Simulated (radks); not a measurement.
Ce III, 56 electrons, occupied as [Xe] 4f2.

All-electron calculation, Dirac Kohn-Sham, BLYP, spin-unpolarised, spherical densities, finite nucleus; open shells fill j = l - 1/2 first; Fermi nuclear charge, rms radius 4.8771 fm. Program: a radial shooting solver on a logarithmic mesh with Libxc functionals.

Energy parts (eV):
total: -241227.30
kinetic: 258785.97
electron-nucleus: -587167.51
Hartree: 92891.58
exchange-correlation: -5737.35

Orbitals (lengths in bohr, moments of r in powers of bohr; <r^-3> diverges for s and p1/2):
orbital  occ.  eigenvalue (eV)  <r^-3>      <r>
1s1/2       2        -40243.02       -  0.02457
2s1/2       2        -6445.706       -   0.1047
2p1/2       2        -6086.881       -  0.08793
2p3/2       4        -5640.053    7090  0.09414
3s1/2       2        -1391.189       -   0.2783
3p1/2       2        -1239.117       -   0.2681
3p3/2       4        -1151.307    1431   0.2802
3d3/2       4        -885.1999   234.7   0.2513
3d5/2       6        -866.3320   213.4   0.2551
4s1/2       2        -285.6588       -   0.6386
4p1/2       2        -229.2715       -   0.6579
4p3/2       4        -210.5139   306.4   0.6856
4d3/2       4        -118.0415   41.42   0.7440
4d5/2       6        -114.7812   37.28   0.7540
4f5/2       2         -12.9043   3.779    1.222
4f7/2       0         -12.6163   3.657    1.240
5s1/2       2         -49.7705       -    1.543
5p1/2       2         -34.7986       -    1.740
5p3/2       4         -32.2050   41.98    1.824

The highest occupied level is 4f5/2 at -12.904 eV. Summed over all electrons, <r^2> = 43.51 bohr^2, which gives a Langevin (diamagnetic) susceptibility term of -34.5 x 10^-6 cm^3/mol. The electron density at the nucleus is 3.83e+05 e/bohr^3.
